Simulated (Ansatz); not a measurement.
`BC(=C)SC` and `BC(=C)BO` differ in one atom or group.

Ansatz, PBE0-D4/def2-TZVP geometries, multiplicity 1. Each molecule was computed in one conformer, which needn't be the lowest.

```
                                          property  `BC(=C)SC`
               HOMO–LUMO gap (PBE/def2-TZVPP) / eV        2.10
             HOMO–LUMO gap (B3LYP/def2-TZVPP) / eV        3.67
           HOMO–LUMO gap (ωB97M-V/def2-TZVPP) / eV        8.13
               LUMO energy (B3LYP/def2-TZVPP) / eV       -2.38
              HOMO–LUMO gap (PBE0/def2-TZVPP) / eV        4.06
size of the dipole moment (ωB97M-V/def2-TZVPP) / D        0.40
```

Q: What does the change do to each property? (Estimate.)

A: Computed: 
| property | `BC(=C)BO` | shift |
| --- | --- | --- |
| HOMO–LUMO gap (PBE/def2-TZVPP) / eV | 3.54 | 1.44 |
| HOMO–LUMO gap (B3LYP/def2-TZVPP) / eV | 5.54 | 1.87 |
| HOMO–LUMO gap (ωB97M-V/def2-TZVPP) / eV | 10.26 | 2.13 |
| LUMO energy (B3LYP/def2-TZVPP) / eV | -2.64 | -0.26 |
| HOMO–LUMO gap (PBE0/def2-TZVPP) / eV | 5.92 | 1.86 |
| size of the dipole moment (ωB97M-V/def2-TZVPP) / D | 1.65 | 1.25 |

With PBE0 the HOMO falls by 2.11 eV and the LUMO falls by 0.25 eV, so the gap widens by about 1.86 eV. PBE moves the HOMO by -1.74 eV and ωB97M-V by -2.31 eV. Dipoles are sizes alone; their direction can turn.

B3LYP here is the variant with VWN-RPA as its local correlation; programs differ in this.
